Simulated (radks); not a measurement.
All-electron atom: Fe+ in [Ar] 3d6 4s1. Method: Dirac Kohn-Sham, PBE, spin-unpolarised, spherical densities, finite nucleus; open shells fill j = l - 1/2 first; Fermi nuclear charge, rms radius 3.7377 fm; computed with a radial shooting solver on a logarithmic mesh with Libxc functionals.

X-ray form factor f0, the Fourier transform of the density (f0(0) = 25):

sin(theta)/lambda (1/angstrom)  f0 (electrons)
0.05                                    24.546
0.1                                     23.350
0.15                                    21.756
0.2                                     20.041
0.25                                    18.345
0.3                                     16.728
0.4                                     13.840
0.5                                     11.518
0.6                                      9.778
0.8                                      7.662
1                                        6.547
1.25                                     5.590
1.5                                      4.719
2                                        3.194
